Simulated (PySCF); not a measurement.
A structure optimised at PBE0-D3(BJ)/def2-SVP, used in a PySCF frequency run:

```xyz
9

Ta     0.0774    -0.1301     0.0000
N      1.6227    -0.9529     0.0000
H      2.5429    -1.3776     0.0000
Cl    -0.2124     1.0100     1.9946
Cl    -0.2124     1.0100    -1.9946
C     -1.2882    -1.7675     0.0000
H     -1.1395    -2.4015     0.8902
H     -2.3250    -1.3854     0.0000
H     -1.1395    -2.4015    -0.8902
```
Charge 0, spin multiplicity 1.

Problem. Write its SMILES, formula and point group.

Solution. [CH3][Ta](=[NH])([Cl])[Cl], CH4Cl2NTa, Cs

Problem. What are its rotational constants (standard atomic weights)?

Solution. 2.3333, 1.4089, 1.1885 GHz
